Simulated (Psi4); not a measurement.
Cl$_{4}$OW (SMILES [O]=[W]([Cl])([Cl])([Cl])[Cl]), singlet, geometry from GFN2-xTB (such geometries of metal compounds can be far from the true shape) (core potentials on W), with bond 2-1 at 1.3 times its length; Psi4 with R2SCAN/def2-SVP.

Here is a job for Psi4.
```
memory 2 GB

molecule {
0 1
  W     0.16461245   -0.05051104   -0.09004072
  O     2.00505498   -0.61524759   -1.09673715
  Cl    0.48222147   -0.52046481    2.10349082
  Cl   -1.21233975    0.74450032   -1.70412629
  Cl   -1.15304426   -1.89345041   -0.11588472
  Cl    0.42292598    2.11748592    0.51524926
}

set basis def2-svp
set soscf true

energy('r2scan')
print_variables()
```

What the program printed (banner, timings and long lists left out):

```
   => Loading Basis Set <=

    Name: DEF2-SVP
    Role: ORBITAL
    Keyword: BASIS

    !!!  WARNING: ECP capability is in beta. Please check occupations closely.  !!!

         ---------------------------------------------------------
                                   SCF
               by Justin Turney, Rob Parrish, Andy Simmonett
                          and Daniel G. A. Smith
                              RKS Reference
         ---------------------------------------------------------

  ==> Geometry <==

    Molecular point group: c1
    Full point group: C1

    Geometry (in Angstrom), charge = 0, multiplicity = 1:

       Center              X                  Y                   Z               Mass
    ------------   -----------------  -----------------  -----------------  -----------------
         W            0.131393517177    -0.040317869478    -0.071870425931   183.950930920000
         O            1.971836047177    -0.605054419478    -1.078566855931    15.994914619570
         CL           0.449002537177    -0.510271639478     2.121661114069    34.968852682000
         CL          -1.245558682823     0.754693490522    -1.685955995931    34.968852682000
         CL          -1.186263192823    -1.883257239478    -0.097714425931    34.968852682000
         CL           0.389707047177     2.127679090522     0.533419554069    34.968852682000

  Running in c1 symmetry.

  Rotational constants: A =      0.03716  B =      0.03716  C =      0.02541 [cm^-1]
  Rotational constants: A =   1113.98844  B =   1113.98844  C =    761.86343 [MHz]
  Nuclear repulsion =  599.685963495511032

  Charge       = 0
  Multiplicity = 1
  Electrons    = 90
  Nalpha       = 45
  Nbeta        = 45

  ==> Algorithm <==

  SCF Algorithm Type is DF.
  DIIS enabled.
  MOM disabled.
  Fractional occupation disabled.
  Guess Type is SAD.
  Energy threshold   = 1.00e-06
  Density threshold  = 1.00e-06
  Integral threshold = 1.00e-12

  ==> Primary Basis <==

  Basis Set: DEF2-SVP
    Blend: DEF2-SVP
    Number of shells: 50
    Number of basis functions: 118
    Number of Cartesian functions: 128
    Spherical Harmonics?: true
    Max angular momentum: 3

  Core potential: DEF2-SVP
    Number of shells: 4
    Number of ECP primitives: 10
    Number of ECP core electrons: 60
    Max angular momentum: 3

  ==> DFT Potential <==

   => LibXC <=

    Version 7.1.2
    S. Lehtola, C. Steigemann, M. J. T. Oliveira, and M. A. L. Marques,  SoftwareX 7, 1–5 (2018) (10.1016/j.softx.2017.11.002)

   => Composite Functional: R2SCAN <=

    r2SCAN Meta-GGA XC Functional  (0.1021/acs.jpclett.0c02405)
    J. W. Furness, A. D. Kaplan, J. Ning, J. P. Perdew, J. Sun  J. Phys. Chem. Lett.  11, 8208–8215, 2020

    Deriv               =              1
    GGA                 =           TRUE
    Meta                =           TRUE

    Exchange Hybrid     =          FALSE
    MP2 Hybrid          =          FALSE

   => Exchange Functionals <=

    1.0000   XC_MGGA_X_R2SCAN

   => Correlation Functionals <=

    1.0000   XC_MGGA_C_R2SCAN

   => LibXC Density Thresholds  <==

    XC_MGGA_C_R2SCAN:  1.00E-15
    XC_MGGA_X_R2SCAN:  1.00E-11

   => Molecular Quadrature <=

    Radial Scheme          =       TREUTLER
    Pruning Scheme         =           NONE
    Nuclear Scheme         =       TREUTLER

    Blocking Scheme        =         OCTREE
    BS radius alpha        =              1
    Pruning alpha          =              1
    Radial Points          =             75
    Spherical Points       =            302
    Total Points           =         129321
    Total Blocks           =           1106
    Max Points             =            254
    Max Functions          =            106
    Weights Tolerance      =       1.00E-15

   => Loading Basis Set <=

    Name: (DEF2-SVP AUX)
    Role: JKFIT
    Keyword: DF_BASIS_SCF

  ==> Integral Setup <==

  SCF_SUBTYPE=INCORE selected. In-core MEM_DF algorithm will be used.
  Using in-core AOs.

  ==> MemDFJK: Density-Fitted J/K Matrices <==

    J tasked:                   Yes
    K tasked:                    No
    wK tasked:                   No
    Algorithm:                 Core
    Schwarz Cutoff:           1E-12
    Mask sparsity (%):       7.9718
    Fitting Condition:        1E-10

   => Auxiliary Basis Set <=

  Basis Set: (DEF2-SVP AUX)
    Blend: DEF2-UNIVERSAL-JKFIT
    Number of shells: 222
    Number of basis functions: 816
    Number of Cartesian functions: 1054
    Spherical Harmonics?: true
    Max angular momentum: 6

  Minimum eigenvalue in the overlap matrix is 8.3009680843E-03.
  Reciprocal condition number of the overlap matrix is 2.0611652912E-03.
    Using symmetric orthogonalization.

  ==> Pre-Iterations <==

  SCF Guess: Superposition of Atomic Densities via on-the-fly atomic UHF (no occupation information).

   -------------------------
    Irrep   Nso     Nmo
   -------------------------
     A        118     118
   -------------------------
    Total     118     118
   -------------------------

  ==> Iterations <==

                           Total Energy        Delta E     RMS |[F,P]|

   @DF-RKS iter SAD: -1981.95660504402258   -1.98196e+03   0.00000e+00
   @DF-RKS iter   1: -1981.42983244435732    5.26773e-01   1.15626e-02 ADIIS/DIIS
   @DF-RKS iter   2: -1967.87184146076879    1.35580e+01   3.41355e-02 ADIIS/DIIS
   @DF-RKS iter   3: -1981.50719224984391   -1.36354e+01   1.34151e-02 ADIIS/DIIS
   @DF-RKS iter   4: -1982.19643404654016   -6.89242e-01   6.22990e-03 ADIIS/DIIS
Did not take a SOSCF step, using normal convergence methods
   @DF-RKS iter   5: -1980.69182509459142    1.50461e+00   1.67815e-02 ADIIS/DIIS
   @DF-RKS iter   6: -1980.75575300666810   -6.39279e-02   1.65364e-02 ADIIS/DIIS
   @DF-RKS iter   7: -1980.64989674970320    1.05856e-01   1.69841e-02 ADIIS/DIIS
   @DF-RKS iter   8: -1980.72703294545158   -7.71362e-02   1.66134e-02 ADIIS/DIIS
   @DF-RKS iter   9: -1980.87004776721324   -1.43015e-01   1.60629e-02 ADIIS/DIIS
   @DF-RKS iter  10: -1981.25171172829823   -3.81664e-01   1.43562e-02 ADIIS/DIIS
   @DF-RKS iter  11: -1981.41084895429049   -1.59137e-01   1.35297e-02 ADIIS/DIIS
   @DF-RKS iter  12: -1982.40400831886768   -9.93159e-01   3.47111e-03 ADIIS/DIIS

Traceback (most recent call last):
  File "psi4", line 375, in <module>
  File "<string>", line 27, in <module>
  File "site-packages/psi4/driver/driver.py", line 533, in energy
  File "site-packages/psi4/driver/procrouting/proc.py", line 2760, in run_scf
  File "site-packages/psi4/driver/procrouting/proc.py", line 2047, in scf_helper
  File "site-packages/psi4/driver/procrouting/scf_proc/scf_iterator.py", line 86, in scf_compute_energy
  File "site-packages/psi4/driver/procrouting/scf_proc/scf_iterator.py", line 458, in scf_iterate

RuntimeError:
Fatal Error: Vx: RKS does not support rotated V builds for MGGA's
The most recent 5 function calls were:

psi::PsiException::PsiException(std::__cxx11::basic_string<char, std::char_traits<char>, std::allocator<char> >, char const*, int)

Printing out the relevant lines from the Psithon --> Python processed input file:
      Cl    0.42292598    2.11748592    0.51524926
    """)
    core.IO.set_default_namespace("")
    core.set_global_option("BASIS", "def2-svp")
    core.set_global_option("SOSCF", "true")
--> energy('r2scan')
    print_variables()

!----------------------------------------------------------------------------------!
!                                                                                  !
! Fatal Error: Vx: RKS does not support rotated V builds for MGGA's                !
! The most recent 5 function calls were:                                           !
! psi::PsiException::PsiException(std::__cxx11::basic_string<char,                 !
!     std::char_traits<char>, std::allocator<char> >, char const*, int)            !
!                                                                                  !
!----------------------------------------------------------------------------------!
```

The run crashed.
